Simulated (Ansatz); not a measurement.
A nudged elastic band was laid between two geometries of ClHOZn + H2 (6 atoms, charge 0, multiplicity 1).

The calculation used RKS BLYP-D4/def2-SVP in Ansatz.

```json
{"movable images": "9", "climbing image": "yes", "spring": "5.0 eV/Å²", "optimiser": "quadratic models (default)", "start path": "through a guess of the saddle point", "force threshold": "0.03 eV/Å", "iteration limit": "60", "end points": "relaxed"}
```

Image 0:

```xyz
6
Properties=species:S:1:pos:R:3
Zn 0.354 -0.113 0.322
Cl 1.039 0.193 2.308
O -0.332 -0.350 -1.318
H 0.349 -0.533 -1.995
H -2.196 -0.416 0.376
H -2.191 -0.284 1.133
```

Image 10:

```xyz
6
Properties=species:S:1:pos:R:3
Zn -1.195 -0.410 -0.593
Cl 0.400 0.069 2.000
O 0.151 -0.441 -1.782
H 1.013 -0.298 -1.345
H -2.485 -0.420 0.229
H -0.862 -0.003 2.318
```

**Question.** What changes between the two ends?

**Answer.** Bonds broken: Zn1–Cl2, H5–H6. Bonds formed: Zn1–H5, Cl2–H6. ClHOZn + H2 becomes ClH + H2OZn.

**Question.** What energy profile does the band end with?

**Answer.** It converged. The highest image is number 6 of 0 to 10, 1.30 eV above the first end and 0.40 eV above the last; the last end lies 0.90 eV above the first. A vibrational analysis at the climbing image gives one clearly imaginary mode, 785i cm⁻¹: a first-order saddle point. The orbitals stay closed-shell, which can raise the energy where a bond breaks towards radicals; this wasn't checked here.

```json
{"image": "0", "path coordinate (Å)": "0.00", "energy (eV)": "0.00", "Zn1–Cl2 (Å)": "2.12", "H5–H6 (Å)": "0.77", "Zn1–H5 (Å)": "2.57"}
{"image": "1", "path coordinate (Å)": "0.42", "energy (eV)": "0.00", "Zn1–Cl2 (Å)": "2.13", "H5–H6 (Å)": "0.77", "Zn1–H5 (Å)": "2.67"}
{"image": "2", "path coordinate (Å)": "0.84", "energy (eV)": "0.02", "Zn1–Cl2 (Å)": "2.13", "H5–H6 (Å)": "0.77", "Zn1–H5 (Å)": "2.83"}
{"image": "3", "path coordinate (Å)": "1.27", "energy (eV)": "0.10", "Zn1–Cl2 (Å)": "2.14", "H5–H6 (Å)": "0.77", "Zn1–H5 (Å)": "2.57"}
{"image": "4", "path coordinate (Å)": "1.69", "energy (eV)": "0.35", "Zn1–Cl2 (Å)": "2.18", "H5–H6 (Å)": "0.78", "Zn1–H5 (Å)": "2.23"}
{"image": "5", "path coordinate (Å)": "2.11", "energy (eV)": "0.87", "Zn1–Cl2 (Å)": "2.30", "H5–H6 (Å)": "0.85", "Zn1–H5 (Å)": "1.91"}
{"image": "6", "path coordinate (Å)": "2.53", "energy (eV)": "1.30", "Zn1–Cl2 (Å)": "2.51", "H5–H6 (Å)": "1.09", "Zn1–H5 (Å)": "1.68"}
{"image": "7", "path coordinate (Å)": "2.91", "energy (eV)": "1.07", "Zn1–Cl2 (Å)": "2.77", "H5–H6 (Å)": "1.46", "Zn1–H5 (Å)": "1.58"}
{"image": "8", "path coordinate (Å)": "3.28", "energy (eV)": "0.93", "Zn1–Cl2 (Å)": "3.06", "H5–H6 (Å)": "1.85", "Zn1–H5 (Å)": "1.54"}
{"image": "9", "path coordinate (Å)": "3.66", "energy (eV)": "0.91", "Zn1–Cl2 (Å)": "3.09", "H5–H6 (Å)": "2.25", "Zn1–H5 (Å)": "1.53"}
{"image": "10", "path coordinate (Å)": "4.03", "energy (eV)": "0.90", "Zn1–Cl2 (Å)": "3.08", "H5–H6 (Å)": "2.68", "Zn1–H5 (Å)": "1.53"}
```

**Question.** What is the geometry of the highest image?

**Answer.** 
```xyz
6
Properties=species:S:1:pos:R:3:forces:R:3
Zn -0.773 -0.254 -0.172 0.00 0.00 0.00
Cl 0.299 -0.171 2.094 0.00 0.00 0.00
O -0.106 -0.400 -1.836 0.00 0.00 0.00
H 0.871 -0.455 -1.785 0.00 0.00 0.00
H -2.052 -0.110 0.912 0.00 0.00 0.00
H -1.216 -0.114 1.613 0.00 0.00 0.00
```

**Question.** What are the harmonic wavenumbers there?

**Answer.** 785i, 116, 189, 286, 345, 647, 820, 937, 944, 1342, 1595, 3651 cm⁻¹.

Time of the run: 4.5 min on 1 thread of AMD EPYC 7R43 64-Core Processor (Zen 3) (shared host), peak memory 0.15 GiB.
